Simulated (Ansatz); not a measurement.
FH5OSi2, SMILES `O[SiH2][SiH2]F`. Total charge 0; spin multiplicity 1.

Z-matrix (Å, degrees):
```
Si
Si 1 2.348
O 1 1.653 2 104.8
H 1 1.492 2 110.9 3 -120.6
H 1 1.492 2 110.9 3 120.6
F 2 1.609 1 108.2 3 179.5
H 2 1.486 1 112.0 3 60.9
H 2 1.486 1 112.0 3 -61.8
H 3 0.958 1 118.3 2 179.8
```

(1) Give the diagnostics of a CCSD(T)/def2-TZVPP run (frozen core, Ansatz). (Best estimate.)

Answers

(1) The calculation gave: T1 = 0.0118, largest single amplitude 0.015, largest double 0.035, (T) share of the correlation energy 3.0 %, 9 CCSD cycles. The RHF solution is stable towards an unrestricted one. T1 lies under the customary mark of 0.02 for closed shells.
